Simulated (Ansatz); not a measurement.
Isolated molecules relaxed with PBE0-D4/def2-TZVP in Ansatz; ΔE leaves out vibrations. CCSD(T)/CBS is the MP2 limit (def2-TZVPP, def2-QZVPP) plus CCSD(T) − MP2 in def2-TZVPP, frozen cores. DFT in def2-TZVPP. B3LYP here is the variant with VWN-RPA as its local correlation; programs differ in this. For Se outer-core shells are correlated without core-valence functions, which leaves a few kJ/mol of doubt a bond. Scalar relativity is left out up to krypton. Each species was taken in one conformer, which may not be the lowest.

Consider the ligand exchange at the Si–O bond: `CO[SiH2]O[SiH](O)O` + `C[SeH]` → `CO[SiH2][Se]C` + `O[SiH](O)O`.

```
             level  ΔE (kJ/mol)  difference from CCSD(T)/CBS
            PBE-D4         45.9                        -15.3
         r2SCAN-D4         59.9                         -1.3
           PBE0-D4         52.2                         -9.0
          B3LYP-D4         65.4                          4.2
           ωB97X-V         64.2                          3.0
           ωB97M-V         63.6                          2.4
            B2PLYP         66.4                          5.2
               PBE         46.5                        -14.7
            r2SCAN         59.8                         -1.4
              PBE0         52.8                         -8.4
             B3LYP         66.7                          5.5
     HF/def2-TZVPP         83.4                         22.2
    MP2/def2-TZVPP         60.6                         -0.6
SCS-MP2/def2-TZVPP         67.2                          6.0
   CCSD/def2-TZVPP         69.3                          8.1
CCSD(T)/def2-TZVPP         65.8                          4.6
     HF/def2-QZVPP         85.9                         24.7
    MP2/def2-QZVPP         58.8                         -2.4
SCS-MP2/def2-QZVPP         65.6                          4.4
      HF/CBS(def2)         86.3                         25.1
     MP2/CBS(def2)         56.0                         -5.2
    CCSD/CBS(def2)         64.6                          3.4
       CCSD(T)/CBS         61.2                            0
```

Largest T1 diagnostic among the species: 0.012.

In def2-TZVPP, CCSD(T) changes the Hartree–Fock value by −17.6 kJ/mol (the triples alone add −3.4 kJ/mol) and MP2 by −22.8 kJ/mol. From PBE to PBE0 (25 % exact exchange), in def2-TZVPP and without D4, ΔE moves by +6.3 kJ/mol.
